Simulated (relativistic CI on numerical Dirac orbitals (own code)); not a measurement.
# Hg²⁺: calculation against measurement

Calculated at this level of theory: Dirac-Coulomb-Breit CI, KLI orbitals optimised for each configuration, a model potential for QED, valence Slater integrals scaled by 0.85, P86 correlation energy added to each configuration (own radial code, finite nucleus).

Configurations in the expansion (outside the closed core [Xe] 4f14): 5d¹⁰, 5d⁹6s, 5d⁹6p, 5d⁹5f, 5d⁹7s, 5d⁹6d, 5d⁹7p, 5d⁹7d, 5d⁹6f, 5d⁹5g, 5d⁹7f, 5d⁹6g. Double excitations out of closed p, d and f shells are left out; levels of such configurations are missing from the list, as are those of other unlisted configurations, and high levels can miss mixing partners.

```csv
Configuration,Term (tabulated),J,Measured (cm⁻¹),Computed,Error,Purity (%)
5d¹⁰,1S,0,0.0,0,0,100
5d⁹6s,3D,3,42850.3,46858,4007,100
5d⁹6s,3D,2,46029.5,50600,4571,66
5d⁹6s,3D,1,58405.8,61626,3220,100
5d⁹6s,1D,2,61085.7,65516,4431,66
5d⁹6p,³F° (computed),3,105627.8,109567,3939,52
5d⁹6p,³P° (computed),1,118607.4,120912,2305,73
5d⁹6p,³D° (computed),3,121602.0,124483,2881,76
5d⁹6p,¹P° (computed),1,126556.3,130136,3579,79
5d⁹6p,³P° (computed),0,130702.4,131837,1134,100
5d⁹6p,³F° (computed),3,134588.0,136219,1631,47
5d⁹6p,³D° (computed),1,134998.7,137000,2001,62
5d⁹7s,³D (computed),3,178428.2,176414,-2015,99
5d⁹7s,¹D (computed),2,179039.1,177109,-1930,56
5d⁹7s,³D (computed),1,194078.6,191357,-2721,99
5d⁹7s,³D (computed),2,194476.0,191815,-2661,56
```

Measured levels from Moore, Atomic Energy Levels, vol. III, NSRDS-NBS 35 (1971 reprint of NBS Circular 467, 1958); pairs were made by configuration, J and term (by order where the table uses no LS term), so strongly mixed levels may be paired wrongly. The analysis dates from before 1960.

Mean error by configuration (cm⁻¹): 5d⁹6s 4057; 5d⁹6p 2496; 5d⁹7s -2332. Over the excited levels the mean absolute error is 2868 cm⁻¹ (15 of the 62 excited levels that our extract of the source holds in range could be paired, and the others can miss by more), and the median relative error of those above 1,000 cm⁻¹ is 1.9 %.
